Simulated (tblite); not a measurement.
Compound: C7H6NO (doublet state).
SMILES with atom numbers: `[c:1]1[cH:2][n:3][cH:4][c:5]2[c:6]1[CH2:7][O:8][CH2:9]2` (hydrogens: H10 on C2; H11 on C4; H12, H13 on C7; H14, H15 on C9)

Structure optimised with GFN2-xTB, isolated species. This method treats the open shell by occupation alone, without spin polarisation.

Q: Give the optimised bond lengths and angles.

A: 
| bond | length (Å) | order |
| --- | --- | --- |
| C1–C2 | 1.373 | aromatic |
| C2–N3 | 1.326 | aromatic |
| N3–C4 | 1.319 | aromatic |
| C4–C5 | 1.380 | aromatic |
| C5–C6 | 1.401 | aromatic |
| C6–C7 | 1.495 | single |
| C7–O8 | 1.422 | single |
| O8–C9 | 1.421 | single |
| C1–C6 | 1.364 | aromatic |
| C5–C9 | 1.495 | single |
| C2–H10 | 1.079 | single |
| C4–H11 | 1.082 | single |
| C7–H12, C7–H13 | 1.098 | single |
| C9–H14, C9–H15 | 1.099 | single |

Bonds in one row agree within 0.01 Å and their mean is given. Orders are formal, as drawn. A selection of angles:
| angle | degrees |
| --- | --- |
| C2–C1–C6 | 120.5 |
| C1–C2–N3 | 120.1 |
| C2–N3–C4 | 121.2 |
| N3–C4–C5 | 121.8 |
| C4–C5–C6 | 117.8 |
| C4–C5–C9 | 133.6 |
| C6–C5–C9 | 108.6 |
| C5–C6–C7 | 107.9 |
| C1–C6–C5 | 118.7 |
| C1–C6–C7 | 133.4 |
| C6–C7–O8 | 106.0 |
| C7–O8–C9 | 110.7 |
| C5–C9–O8 | 105.6 |

Dihedral angles: C5–C6–C7–O8 7° (synperiplanar); C6–C7–O8–C9 -11° (synperiplanar); C7–O8–C9–C5 11° (synperiplanar); C4–C5–C9–O8 174° (antiperiplanar). The mirror-image conformer, all signs reversed, is as good.

C5 (carbon bonded to 3 C) is planar (angles 133.6°, 117.8° and 108.6°, sum 360.0°, 0.00 Å off the plane of its three neighbours). The 5-membered ring C5–C6–C7–O8–C9 has internal angles of 105.6° to 110.7° (sum 539°, against 540° for a flat polygon); it is slightly puckered (a soft mode that the optimisation may not have finished), 0.04 Å rms from its mean plane, widest ring torsion 11°. The C–C distances run from 1.364 Å (C1–C6, aromatic) to 1.495 Å (C6–C7, drawn single), a spread of 0.131 Å. C1 (carbon bonded to 2 C) is bent (angle 120.5°). C6 (carbon bonded to 3 C) is planar (angles 133.4°, 118.7° and 107.9°, sum 360.0°, 0.00 Å off the plane of its three neighbours). O8 (oxygen bonded to 2 C) is bent (angle 110.7°). C2 (carbon bonded to C, N and H) is planar (angles 123.5°, 120.1° and 116.4°, sum 360.0°, 0.00 Å off the plane of its three neighbours).

Its GFN2-xTB frequencies are all real (lowest 66 cm⁻¹).

The run took 0.29 s on Arm Neoverse V1, one thread, shared host with 32 logical CPUs at a one-minute load of 22. These figures are those of the optimisation.

These are computed values.
